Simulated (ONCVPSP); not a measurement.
## osmium (Os), ONCV: configuration errors across variants

* Element: Os (Z = 76)
* Generator: ONCVPSP 4.0.1
* Type: optimised norm-conserving Vanderbilt (ONCV)
* Functional: PBEsol
* Relativity: scalar-relativistic
* Frozen core: [Kr] 4d10 4f14
* Valence charge: 16
* Reference configuration: 5s2 5p6 5d6 6s2
* Partial waves: 5s+6s: rc 1.85 bohr, ncon 4, nbas 8, qcut 6.6 1/bohr, 2 projectors; 5p: rc 1.35 bohr, ncon 4, nbas 7, qcut 6.4 1/bohr, 2 projectors, debl 3.9 Ha; 5d: rc 2.60 bohr, ncon 4, nbas 9, qcut 6.2 1/bohr, 2 projectors, debl 3.2 Ha
* Local potential: polynomial inside 1.15 bohr (lpopt 4, dvloc0 0 Ha)
* Core correction: Teter function fitted to the true core (icmod 2), fcfact 0.25

All-electron excitation energies from the reference (eV): (1) 5s2 5p6 5d6 6s1 9.624; (2) 5s2 5p6 5d6 6s0 26.565; (3) 5s2 5p6 5d5 6s0 55.444; (4) 5s2 5p6 5d5 6s2 11.118.

Errors AE − PS in meV (a dash: test not solved or not reliable):

| change | (1) | (2) | (3) | (4) | bound ghosts | GHOST(+) flags above zero |
| --- | --- | --- | --- | --- | --- | --- |
| base | -4.4 | -18 | -22 | +9.6 | none | s |
| p: qcut 3.7 | -4.4 | -18 | -22 | +9.6 | none | s |
| p: qcut 4.9 | -4.4 | -18 | -22 | +9.5 | none | s |
| p: qcut 5.4 | -4.4 | -18 | -22 | +9.5 | none | s |
| p: qcut 6.2 | -4.4 | -18 | -22 | +9.6 | none | s |
| p: qcut 7 | -4.4 | -18 | -22 | +9.7 | none | s |
| p: qcut 8.1 | -4.4 | -18 | -23 | +9.8 | none | s |
| p: qcut 8.8 | -4.4 | -18 | -23 | +9.8 | none | s |

Give the same row for: p: qcut 9.3.

-4.4, -18, -23, +9.9; bound ghosts: none; GHOST(+) flags above zero: s.
